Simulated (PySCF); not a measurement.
GaH4P, SMILES [GaH2][PH2]. Geometry optimised at r2SCAN-D4/def2-TZVP.

TDA-LC-ωPBE/def2-SVPD (PySCF) puts the lowest singlet excitations at 4.96, 5.75, 6.49, 6.64, 6.92, 7.39 eV.

Problem. What are the lowest excitation roots from ADC(2)/aug-cc-pVDZ (PySCF)? (An estimate is asked for; the answer gives what the named calculation found.)

Solution. 4.68, 5.90, 6.07, 6.41, 6.44, 6.99 eV. S1 differs by -0.28 eV (second minus first; roots are paired by order, and the bases may differ).
